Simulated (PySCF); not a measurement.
SrCl, SMILES [Cl][Sr+], charge +1.

Coordinates come from a r2SCAN-D4/def2-TZVPD optimisation. The multiplicity is an assumed one; other spin states were not compared. The def2 effective core potentials stand for the cores of Sr; spin–orbit coupling is left out.

Computed with PySCF 2.14.0 with IEF-PCM-M06-2X/def2-TZVPD.

The values are the electrostatic part of the solvation free energy, E(continuum) − E(gas) at the gas-phase geometry, in a cavity of scaled van der Waals radii (PySCF's table); cavitation and dispersion terms are not included. A continuum can't describe solvent molecules that bind to the metal. In vacuum the orbital gap is 7.04 eV.

Computed values in water (ε = 78.36), ethylethanoate (ε = 5.99), benzene (ε = 2.27):
```json
[
 {"solvent": "water", "ε": "78.36", "ΔG(elec) (kcal/mol)": "-70.1", "gap (eV)": "8.53"},
 {"solvent": "ethylethanoate", "ε": "5.99", "ΔG(elec) (kcal/mol)": "-57.9", "gap (eV)": "8.18"},
 {"solvent": "benzene", "ε": "2.27", "ΔG(elec) (kcal/mol)": "-37.7", "gap (eV)": "7.69"}
]
```
